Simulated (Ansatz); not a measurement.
Coupled-cluster diagnostics for trans-NiCl2(NH3)2 (NiN₂Cl₂H₆), Ansatz.

Geometry of the singlet (PBE-D4/def2-SVP):

```xyz
11

Ni   -0.002   -0.001    0.001
Cl   -1.875   -1.106    0.241
N    -0.986    1.585   -0.377
H    -1.216    1.627   -1.381
H    -0.418    2.417   -0.154
H    -1.878    1.590    0.139
Cl    1.871    1.104   -0.239
N     0.985   -1.586    0.378
H     1.288   -1.587    1.363
H     1.839   -1.627   -0.198
H     0.392   -2.417    0.227
```

Correlated methods freeze 17 core orbitals; core or outer-core shells of Ni are correlated, in sets that lack core-valence functions. The name describes the singlet; other states may take another shape. At PBE0-D4/def2-TZVP a broken-symmetry singlet of charge 0 lies 0.14 eV below the triplet, each at its own geometry.

Geometry of the charge 0 triplet (PBE-D4/def2-SVP):

```
atom    x (Å)    y (Å)    z (Å)
 Ni1   0.0000   0.0006   0.0004
 Cl2   1.0416   1.1065   1.6496
  N3  -1.3705  -0.7293   1.3529
  H4  -1.0269  -1.5856   1.8093
  H5  -2.2501  -0.9723   0.8749
  H6  -1.5464  -0.0460   2.1029
 Cl7  -1.0456  -1.0997  -1.6498
  N8   1.3717   0.7285  -1.3521
  H9   0.9986   1.5410  -1.8622
 H10   1.6030   0.0204  -2.0629
 H11   2.2246   1.0360  -0.8629
```

**Question.** Estimate the CCSD(T) correlation energy, the shares of MP2 and (T), T1 and the reference's ⟨S²⟩ for: charge 0, singlet, own geometry in def2-SVP; charge 0, triplet, own geometry in def2-SVP; charge 1, doublet, vertical in def2-SVP; and the rough time on 4 threads of Intel Xeon Platinum 8259CL on a shared host.

**Answer.** 
```
                          state     basis  correlation (eV)  MP2 share (%)  (T) share (%)     T1  ⟨S²⟩ (pure)  wall time                                    remarks
charge 0, singlet, own geometry  def2-SVP           -30.111           92.4            2.9  0.028  0.00 (0.00)       22 s                    restricted SCF unstable
charge 0, triplet, own geometry  def2-SVP           -28.023           93.0            2.2  0.016  2.00 (2.00)       82 s                                          –
    charge 1, doublet, vertical  def2-SVP           -29.607           91.1            3.2  0.044  1.38 (0.75)       88 s  flagged by the program, spin-contaminated
```
Customary marks for T1 are 0.02 (closed shells), 0.045 (open shells) and about 0.05 (3d metals). T1 exceeds 0.02 in 2 of 3 rows and 0.045 in 0; the higher it lies, the less the single-reference result can be trusted.
